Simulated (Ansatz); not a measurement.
C₂HF₂, SMILES C(F)(F)=[CH], multiplicity 2.

Geometry optimised at PBE0-D3(BJ)/def2-TZVP. The isomer is the one that the SMILES or the coordinates give; other isomers of the formula were not compared.

Two levels are set side by side: PBE/def2-SVPD (Ansatz, an electronic-structure program) and ωB97X-V/def2-SVPD (Ansatz). Energy differences of separate SCF runs at the same geometry; the states with an electron removed or added have multiplicity 3 and 1. Differences are taken from unrounded values.

```
quantity                           PBE
-------------------------------  -----
vertical ionisation energy (eV)  10.53
vertical electron affinity (eV)   1.04
```

These are the PBE values. What does ωB97X-V give? (The exact figures need the calculation; the answer reports its results.)


| quantity | ωB97X-V | PBE minus ωB97X-V |
|---|---|---|
| vertical ionisation energy (eV) | 10.70 | -0.17 |
| vertical electron affinity (eV) | 1.09 | -0.05 |
